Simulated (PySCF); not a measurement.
## Relaxation of singlet HfSCl₂

Method: PBE in PySCF with Hf def2-SVP with ECP60, S def2-SVP, Cl def2-SVP; scalar-relativistic core potentials, no spin–orbit coupling; density-fitted integrals. A (50,194) grid was used.

A hand-made T-shaped (ligand arrangement 2) start, of C2v symmetry, held to at least that symmetry:

```xyz
4
charge 0 multiplicity 1, angstrom
Hf    0.0000    0.0000   -0.2736
S     0.0000    0.0000    1.9464
Cl    2.5085    0.0000   -0.1860
Cl   -2.5085    0.0000   -0.1860
```

Optimiser trace:
```
step  E − E(last) (kJ/mol)  largest gradient (Eh/bohr)
   0                126.05                     0.04618
   1                 77.54                     0.02137
   2                 32.08                     0.01350
   3                  9.31                     0.00792
   4                  1.26                     0.00601
   5                  0.05                     0.00188
   6                  0.00                     0.00040
   7                  0.00                     0.00009
```

It ends at C2v with Hf–Cl 2.373 Å (×2), Hf–S 2.226 Å; Cl–Hf–Cl 129.3°, Cl–Hf–S 115.4° (×2) (after a last refinement on a finer grid). A frequency run shows 1 imaginary mode, down to 60i cm⁻¹, so it is a saddle point. Other isomers or separated fragments may lie lower.

With an element this heavy the missing spin–orbit coupling can shift these numbers.

The relaxation took roughly 40 core-seconds on a shared host.
